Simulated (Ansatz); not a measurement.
Consider the isomerisation: `SC1CO[SiH2]1` → `[SiH3]O/C=C\S`.

Isolated molecules relaxed with PBE0-D4/def2-TZVP in Ansatz; ΔE leaves out vibrations. CCSD(T)/CBS adds triple-zeta CCSD(T) − MP2 to the extrapolated MP2 energy (def2 sets, frozen cores). Each species was taken in one conformer, which may not be the lowest.

```tsv
species	HF/def2-QZVPP energy (Eh)
`SC1CO[SiH2]1`	-840.67294
`[SiH3]O/C=C\S`	-840.67610
```

Task: Work out ΔE.

Result: ΔE = (-840.67610) − (-840.67294) = -0.00316 Eh = -2.0 kcal/mol. CCSD(T)/CBS gives +3.0 kcal/mol.

Largest T1 diagnostic among the species: 0.013.

In def2-TZVPP, CCSD(T) changes the Hartree–Fock value by +4.5 kcal/mol (the triples alone add −0.2 kcal/mol) and MP2 by +6.0 kcal/mol. From PBE to PBE0 (25 % exact exchange), in def2-TZVPP and without D4, ΔE moves by +2.3 kcal/mol.
